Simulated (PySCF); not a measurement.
C₃H₄F₂O, SMILES CC(=O)C(F)F. Atoms are numbered in the order given.

```xyz
10

C      1.7207     0.1838    -0.1252
C      0.4357     0.2152     0.6578
O      0.3413     0.4890     1.8292
C     -0.8333    -0.1363    -0.1395
F     -0.9633     0.7302    -1.1783
F     -0.7053    -1.3875    -0.6541
H      2.5644     0.4399     0.5273
H      1.8601    -0.8178    -0.5622
H      1.6546     0.8923    -0.9663
H     -1.7297    -0.0872     0.5004
```
Charge 0, spin multiplicity 1.

Coordinates come from a B3LYP-D3(BJ)/def2-SVP optimisation. One conformer was computed; it need not be the lowest.

Two levels are set side by side: PBE/pcSseg-1 (PySCF) and KT2/pcSseg-1 (PySCF). GIAO shifts against CFCl3 (¹⁹F), H2O (¹⁷O), TMS (¹H), TMS (¹³C) at the same level; non-relativistic, no solvent, atoms listed together averaged. Differences are taken from unrounded values.

```json
[
 {"quantity": "δ(¹³C) of C1 (ppm)", "PBE": "25.8"},
 {"quantity": "δ(¹³C) of C2 (ppm)", "PBE": "206.9"},
 {"quantity": "δ(¹⁷O) of O3 (ppm)", "PBE": "691.8"},
 {"quantity": "δ(¹³C) of C4 (ppm)", "PBE": "123.4"},
 {"quantity": "δ(¹⁹F) of F5, F6 (ppm)", "PBE": "-156.6"},
 {"quantity": "δ(¹H) of H10 (ppm)", "PBE": "5.74"}
]
```

Q: These are the PBE values. What does KT2 give? (An estimate is asked for; the answer gives what the named calculation found.)

A: 
```
quantity                   KT2  PBE minus KT2
----------------------  ------  -------------
δ(¹³C) of C1 (ppm)        24.3            1.5
δ(¹³C) of C2 (ppm)       194.0           12.8
δ(¹⁷O) of O3 (ppm)       638.9           52.9
δ(¹³C) of C4 (ppm)       119.1            4.3
δ(¹⁹F) of F5, F6 (ppm)  -163.8            7.2
δ(¹H) of H10 (ppm)        5.70           0.05
```

Rough cost on one machine, each run with all the roots and properties that it gave: KT2 against PBE within a factor of 2.
